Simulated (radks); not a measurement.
Exchange energies: the exact (Fock) value of the Kohn-Sham orbitals and density-functional approximations, as 100 (|E| - |E exact|)/|E exact|, negative where the magnitude is too small. Species: Ne [Ne]; Bi3+ [Hg]. Calculated with a radial shooting solver on a logarithmic mesh with Libxc functionals: non-relativistic Kohn-Sham, exchange-only PBE, spin-polarised, spherical densities, point nucleus. Every spin shell is full or empty, so the densities are truly spherical. Functionals are evaluated on that one density, not self-consistently.

| functional | Ne | Bi3+ |
|---|---|---|
| exact (hartree) | -12.0195 | -365.311 |
| LDA | -8.68 | -3.76 |
| PBE | -0.09 | -0.35 |
| PW91 | +0.31 | +0.03 |
| OPTX | +0.34 | +1.93 |
| WC | -1.40 | -0.63 |
| B86b | +0.61 | -0.01 |
| SCAN | +0.61 | +0.04 |
| Tao-Mo | +0.59 | -0.84 |
